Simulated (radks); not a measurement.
Fractional charge and spin in the 4p shell of silver: the spin-up occupation runs from 2 to 3 and the spin-down occupation from 2 to 3; the fullest corner is Ag2+, [Ar] 3d10 4s2 4d(up 4.5, down 4.5) 4p(up 3, down 3). Method: scalar-relativistic Kohn-Sham, PBE, spin-polarised, spherical densities, point nucleus; computed with a radial shooting solver on a logarithmic mesh with Libxc functionals. Energy (eV) minus the two flat planes that join the four corners (they meet along the diagonal where the two added fractions sum to one electron); zero is where a piecewise linear energy would lie.

\begin{tabular}{lrrr}
down \ up & 2 & 2.5 & 3 \\ \hline
2 & 0.000 & -2.250 & 0.000 \\
2.5 & -2.250 & 0.278 & -2.085 \\
3 & 0.000 & -2.085 & 0.000 \\
\end{tabular}

Corners above the fullest one (they belong to Ag3+ and the next ion): (up 3, down 2) 89.150 eV, (up 2, down 3) 89.150 eV, (up 2, down 2) 196.77 eV. With half an added electron in each spin the energy lies 0.278 eV from the planes, and with half an added electron in spin up alone -2.250 eV. The planes are only a guide here: the flat-plane condition holds for ground states with one frontier orbital, while this shell lies below other occupied shells, so the corners above the fullest one are inner-hole states and not the ground states of those ions.
